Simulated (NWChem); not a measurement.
System: BHCl, doublet; SMILES [BH]Cl

The following NWChem deck was run.

```
start job
memory heap 200 mb stack 900 mb global 1100 mb
geometry units angstroms noautosym nocenter noautoz
  B      0.132808     1.202989     0.000000
  Cl     0.022959    -0.512221     0.000000
  H     -0.831785     1.928546     0.000000
end
basis spherical
  * library 6-31g*
end
dft
  odft
  mult 2
  xc hfexch
  iterations 150
end
property
  efieldgrad
end
task dft property
```

In the optimisation the excess spin sits in a' (Cs, its own frame). Geometry: optimised at PBE0/def2-SVP, spin-unrestricted. No stability test was run on the SCF state.

Vzz is the largest principal value of the second derivative of the potential at the nucleus (NWChem prints the opposite sign); η is the asymmetry. Non-relativistic.

Atoms are numbered as in the input.

Question: What results follow from this input? (UHF/6-31G* (spherical d).) Quantities: Vzz B1 (a.u.); η B1; Vzz Cl2 (a.u.); η Cl2.

Answer: Vzz B1 (a.u.): 0.463
η B1: 0.40
Vzz Cl2 (a.u.): 1.750
η Cl2: 0.66
